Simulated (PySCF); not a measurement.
AlFH2Se, SMILES [AlH]([F])[SeH]. Atoms are numbered in the order given.

```xyz
5

Al    -0.5393    -1.1631     0.0000
F      0.6825    -2.2753     0.0000
H     -2.0254    -1.6498     0.0000
Se     0.1229     1.0517     0.0000
H     -1.2836     1.4903     0.0000
```

The structure is a stationary point at B3LYP-D3(BJ)/def2-TZVP. One conformer was computed; it need not be the lowest.

Level of theory: TDDFT-CAM-B3LYP/def2-SVPD run with PySCF 2.14.0.

Vertical excitations.  State labels are in the subgroup Cs.

Task: Estimate the UV-visible absorptions. (An estimate is asked for; the answer gives what the named calculation found.)

Result: 
```
state  symmetry  energy (eV)  λ (nm)      f                                            main pairs
-----  --------  -----------  ------  -----  ----------------------------------------------------
S1           A"         5.72     217  0.026   HOMO→LUMO+2 48 %, HOMO→LUMO+1 39 %, HOMO→LUMO+4 8 %
S2           A'         5.74     216  0.060                                        HOMO→LUMO 92 %
S3           A"         5.87     211  0.063                    HOMO→LUMO+1 53 %, HOMO→LUMO+2 37 %
S4           A"         6.30     197  0.003                                      HOMO−1→LUMO 97 %
S5           A"         6.92     179  0.004                                      HOMO→LUMO+3 73 %
S6           A'         7.10     175  0.070                HOMO−1→LUMO+1 66 %, HOMO−1→LUMO+2 21 %
S7           A'         7.53     165  0.226                HOMO−1→LUMO+2 67 %, HOMO−1→LUMO+1 22 %
S8           A"         7.78     159  0.005                    HOMO→LUMO+5 54 %, HOMO→LUMO+7 29 %
S9           A"         7.84     158  0.013                    HOMO→LUMO+4 72 %, HOMO→LUMO+5 11 %
S10          A'         8.07     154  0.413                                    HOMO−1→LUMO+3 71 %
T1           A'         4.99     249      0                                        HOMO→LUMO 95 %
T2           A"         5.27     235      0  HOMO→LUMO+2 57 %, HOMO→LUMO+1 24 %, HOMO→LUMO+4 12 %
T3           A"         5.45     228      0                    HOMO→LUMO+1 60 %, HOMO→LUMO+2 22 %
T4           A"         5.91     210      0                                      HOMO−1→LUMO 88 %
```
Triplets are in the Tamm–Dancoff approximation, which puts them higher than full response would, so one can lie above its singlet here.
